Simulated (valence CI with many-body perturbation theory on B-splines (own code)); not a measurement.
Tb⁴⁴⁺: key properties

Computed by relativistic CI+MBPT: three valence electrons over a frozen Dirac-Fock core [Ar], a basis of 7 s, 7 p, 8 d, 6 f, 4 g, 1 h functions for each j, with the one-electron correlation potential Σ1, the two-electron term Σ2, the three-electron term Σ3, Breit, model QED; selected CI, second order for the rest, scaled by the run's own slope (own B-spline code, finite nucleus).

No measured spectrum was set against this ion. As an estimate, large intervals hold to a few tenths of a per cent, small ones and those within an open d or f shell to about a per cent. Only levels of the ground parity were solved; by the run's estimate the other parity begins above the list, which can be wrong where configurations are misplaced.

Levels are named by their leading jj configuration (3d3/2^4 stands for four electrons in 3d with j = 3/2), which in mixed levels can hold well under half, so a name can repeat and another be missing.

Rates and lifetimes use the calculated energies. Strong lines usually hold to 10 to 20 %, long lifetimes can be off by a factor of two.

(1) What is the ground level?

(2) What is the ionisation energy?

(3) How well does LS coupling describe the low levels?

(4) Name the longest-lived excited levels whose lifetime is computed, and their main decay.

Results:

(1) (3d3/2^3) J=3/2, composition 50 % 3d³ ⁴F + 36 % 3d³ ²D + 10 % 3d³ ²P, g = 0.682.

(2) 3573.6 eV; NIST lists 3573 ± 4 eV (theoretical).

(3) Among the lowest 19 levels the leading LS term, summed over configurations, holds 58 % on average. For single configurations the figures are 58 % in LS and 95 % in jj coupling. Terms mix most in the J = 3/2 level at 38.54 eV, where the leading one holds 39 %.

(4) (3d3/2^2 3d5/2) J=9/2 at 41.64 eV lives 783 ms, mostly by M1 to (3d3/2^2 3d5/2) J=7/2.
